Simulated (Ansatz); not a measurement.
Input file:

```yaml
crystal:
  periodic: [false, false, false]
  atoms:
    - { symbol: C, position_ang: [-1.642381, 0.792023, 0.788571] }
    - { symbol: C, position_ang: [-0.342049, 0.990244, 0.022772] }
    - { symbol: C, position_ang: [0.176311, -0.30282, -0.565669] }
    - { symbol: "N", position_ang: [0.677396, -1.293898, 0.413797] }
    - { symbol: Si, position_ang: [1.946698, -0.832052, -0.685008] }
    - { symbol: H, position_ang: [-2.442383, 0.414212, 0.13085] }
    - { symbol: H, position_ang: [-1.496336, 0.058438, 1.596787] }
    - { symbol: H, position_ang: [-1.997361, 1.730532, 1.241582] }
    - { symbol: H, position_ang: [0.420711, 1.413514, 0.697443] }
    - { symbol: H, position_ang: [-0.479371, 1.721484, -0.792139] }
    - { symbol: H, position_ang: [-0.479747, -0.707891, -1.356687] }
    - { symbol: H, position_ang: [0.217831, -2.198709, 0.449616] }
    - { symbol: H, position_ang: [3.091222, -0.081432, -0.109091] }
    - { symbol: H, position_ang: [2.336358, -1.732947, -1.804023] }
basis:
  gaussian: { orbitals: def2-SVP }
hamiltonian:
  xc: pbe0
  dispersion: d4
neb:
  order_check: false
  images: 9
  f_tol: 0.05
  max_iterations: 57
  final_atoms:
    - { symbol: C, position_ang: [-1.44396659, 0.66951571, 0.77602548] }
    - { symbol: C, position_ang: [-0.19017208, 0.90227426, -0.05984858] }
    - { symbol: C, position_ang: [0.26241142, -0.2930695, -0.86130203] }
    - { symbol: "N", position_ang: [0.82265831, -1.40872019, -0.05137468] }
    - { symbol: Si, position_ang: [2.04689126, -0.70951237, -1.47070818] }
    - { symbol: H, position_ang: [-2.30325718, 0.40081765, 0.14100219] }
    - { symbol: H, position_ang: [-1.3035553, -0.14962833, 1.50088007] }
    - { symbol: H, position_ang: [-1.72141939, 1.56727579, 1.34977986] }
    - { symbol: H, position_ang: [0.64573772, 1.23489761, 0.58137493] }
    - { symbol: H, position_ang: [-0.36000803, 1.73209548, -0.7657343] }
    - { symbol: H, position_ang: [-0.5372641, -0.6858198, -1.50683562] }
    - { symbol: H, position_ang: [0.36012073, -2.3116576, -0.11782483] }
    - { symbol: H, position_ang: [2.68454543, 0.1993389, -0.40514739] }
    - { symbol: H, position_ang: [1.02417679, -1.17710959, 0.91851408] }
  initial_path:
    images:
      - { positions_ang: [[-1.642381, 0.792023, 0.788571], [-0.342049, 0.990244, 0.022772], [0.176311, -0.30282, -0.565669], [0.677396, -1.293898, 0.413797], [1.946698, -0.832052, -0.685008], [-2.442383, 0.414212, 0.13085], [-1.496336, 0.058438, 1.596787], [-1.997361, 1.730532, 1.241582], [0.420711, 1.413514, 0.697443], [-0.479371, 1.721484, -0.792139], [-0.479747, -0.707891, -1.356687], [0.217831, -2.198709, 0.449616], [3.091222, -0.081432, -0.109091], [2.336358, -1.732947, -1.804023]] }
      - { positions_ang: [[-1.63100396, 0.78608539, 0.78745248], [-0.33440107, 0.97831115, 0.0288469], [0.15132523, -0.31285836, -0.5748267], [0.72757152, -1.29951417, 0.35645924], [1.9281208, -0.79734752, -0.76323414], [-2.44002565, 0.43772156, 0.1211531], [-1.5083903, 0.057334, 1.59113093], [-1.97266013, 1.74041752, 1.23844015], [0.42889802, 1.38843453, 0.72126637], [-0.46020929, 1.72002647, -0.77136004], [-0.51488085, -0.70882617, -1.34367651], [0.30176038, -2.21463019, 0.3351158], [3.04858162, -0.04971513, -0.15432216], [2.26221269, -1.75474108, -1.54364443]] }
      - { positions_ang: [[-1.61962692, 0.78014777, 0.78633396], [-0.32675314, 0.9663783, 0.0349218], [0.12633945, -0.32289672, -0.5839844], [0.77774704, -1.30513033, 0.29912148], [1.90954359, -0.76264305, -0.84146027], [-2.4376683, 0.46123111, 0.1114562], [-1.5204446, 0.05622999, 1.58547486], [-1.94795926, 1.75030305, 1.2352983], [0.43708504, 1.36335506, 0.74508973], [-0.44104757, 1.71856894, -0.75058107], [-0.55001469, -0.70976134, -1.33066602], [0.38568976, -2.23055137, 0.2206156], [3.00594124, -0.01799825, -0.19955331], [2.18806737, -1.77653516, -1.28326586]] }
      - { positions_ang: [[-1.60824988, 0.77421016, 0.78521544], [-0.31910521, 0.95444546, 0.0409967], [0.10135368, -0.33293508, -0.5931421], [0.82792256, -1.3107465, 0.24178371], [1.89096639, -0.72793857, -0.91968641], [-2.43531095, 0.48474067, 0.10175929], [-1.53249891, 0.05512599, 1.57981879], [-1.9232584, 1.76018857, 1.23215646], [0.44527206, 1.33827559, 0.7689131], [-0.42188586, 1.71711141, -0.72980211], [-0.58514854, -0.71069652, -1.31765553], [0.46961914, -2.24647256, 0.10611541], [2.96330087, 0.01371862, -0.24478447], [2.11392206, -1.79832923, -1.02288729]] }
      - { positions_ang: [[-1.59687284, 0.76827254, 0.78409692], [-0.31145728, 0.94251261, 0.0470716], [0.0763679, -0.34297345, -0.6022998], [0.87809807, -1.31636266, 0.18444595], [1.87238918, -0.6932341, -0.99791254], [-2.4329536, 0.50825022, 0.09206239], [-1.54455321, 0.05402199, 1.57416272], [-1.89855753, 1.7700741, 1.22901461], [0.45345908, 1.31319611, 0.79273647], [-0.40272415, 1.71565387, -0.70902314], [-0.62028238, -0.71163169, -1.30464503], [0.55354851, -2.26239374, -0.00838479], [2.92066049, 0.0454355, -0.29001563], [2.03977674, -1.82012331, -0.76250872]] }
      - { positions_ang: [[-1.5854958, 0.76233493, 0.7829784], [-0.30380936, 0.93057976, 0.0531465], [0.05138213, -0.35301181, -0.6114575], [0.92827359, -1.32197883, 0.12710819], [1.85381198, -0.65852962, -1.07613868], [-2.43059625, 0.53175978, 0.08236549], [-1.55660751, 0.05291799, 1.56850666], [-1.87385666, 1.77995962, 1.22587276], [0.4616461, 1.28811664, 0.81655984], [-0.38356243, 1.71419634, -0.68824418], [-0.65541623, -0.71256686, -1.29163454], [0.63747789, -2.27831493, -0.12288499], [2.87802011, 0.07715237, -0.33524678], [1.96563143, -1.84191739, -0.50213015]] }
      - { positions_ang: [[-1.55718996, 0.74377108, 0.78158781], [-0.2810819, 0.92491866, 0.03054748], [0.09358798, -0.34102335, -0.6614264], [0.90715054, -1.3393271, 0.09141162], [1.89242783, -0.66872617, -1.15505258], [-2.40512843, 0.50557135, 0.09409283], [-1.50599707, 0.01240872, 1.55498134], [-1.8433692, 1.73742285, 1.25065418], [0.49846443, 1.27747284, 0.76952285], [-0.37885155, 1.71777617, -0.7037422], [-0.6317858, -0.70721745, -1.33467476], [0.58200646, -2.28498346, -0.12187296], [2.83932518, 0.10158968, -0.34922691], [1.7773405, -1.70895583, -0.21800131]] }
      - { positions_ang: [[-1.52888412, 0.72520724, 0.78019723], [-0.25835445, 0.91925756, 0.00794847], [0.13579384, -0.32903489, -0.71139531], [0.88602748, -1.35667537, 0.05571504], [1.93104369, -0.67892272, -1.23396648], [-2.37966062, 0.47938293, 0.10582017], [-1.45538663, -0.02810054, 1.54145602], [-1.81288175, 1.69488609, 1.2754356], [0.53528275, 1.26682903, 0.72248587], [-0.37414067, 1.721356, -0.71924022], [-0.60815538, -0.70186804, -1.37771497], [0.52653503, -2.291652, -0.12086093], [2.80063024, 0.12602698, -0.36320703], [1.58904957, -1.57599427, 0.06612754]] }
      - { positions_ang: [[-1.50057828, 0.70664339, 0.77880665], [-0.23562699, 0.91359646, -0.01465055], [0.1779997, -0.31704643, -0.76136422], [0.86490442, -1.37402364, 0.02001847], [1.96965955, -0.68911927, -1.31288038], [-2.35419281, 0.4531945, 0.11754751], [-1.40477618, -0.0686098, 1.52793071], [-1.7823943, 1.65234932, 1.30021702], [0.57210108, 1.25618522, 0.67544889], [-0.36942979, 1.72493583, -0.73473825], [-0.58452495, -0.69651863, -1.42075519], [0.4710636, -2.29832053, -0.1198489], [2.7619353, 0.15046429, -0.37718715], [1.40075864, -1.44303271, 0.35025638]] }
      - { positions_ang: [[-1.47227244, 0.68807955, 0.77741606], [-0.21289954, 0.90793536, -0.03724957], [0.22020556, -0.30505796, -0.81133313], [0.84378137, -1.39137191, -0.0156781], [2.00827541, -0.69931582, -1.39179428], [-2.32872499, 0.42700607, 0.12927485], [-1.35416574, -0.10911907, 1.51440539], [-1.75190684, 1.60981256, 1.32499844], [0.6089194, 1.24554141, 0.62841191], [-0.36471891, 1.72851565, -0.75023627], [-0.56089453, -0.69116921, -1.4637954], [0.41559217, -2.30498907, -0.11883687], [2.72324037, 0.17490159, -0.39116727], [1.21246772, -1.31007115, 0.63438523]] }
      - { positions_ang: [[-1.44396659, 0.66951571, 0.77602548], [-0.19017208, 0.90227426, -0.05984858], [0.26241142, -0.2930695, -0.86130203], [0.82265831, -1.40872019, -0.05137468], [2.04689126, -0.70951237, -1.47070818], [-2.30325718, 0.40081765, 0.14100219], [-1.3035553, -0.14962833, 1.50088007], [-1.72141939, 1.56727579, 1.34977986], [0.64573772, 1.23489761, 0.58137493], [-0.36000803, 1.73209548, -0.7657343], [-0.5372641, -0.6858198, -1.50683562], [0.36012073, -2.3116576, -0.11782483], [2.68454543, 0.1993389, -0.40514739], [1.02417679, -1.17710959, 0.91851408]] }
```

Run as:

```bash
$ ansatz run input.yaml --threads 2 --pin off --max-ram 3072MiB --backend cpu --events-out ev --progress --plain --runs-dir out
```

Hardware: 2 threads of Intel(R) Xeon(R) 6975P-C (Granite Rapids), with other jobs on the host.

Problem. Roughly how long does this run take, and how much memory?

Solution. 3 min, with a peak of 0.31 GiB, for 10 band iterations.
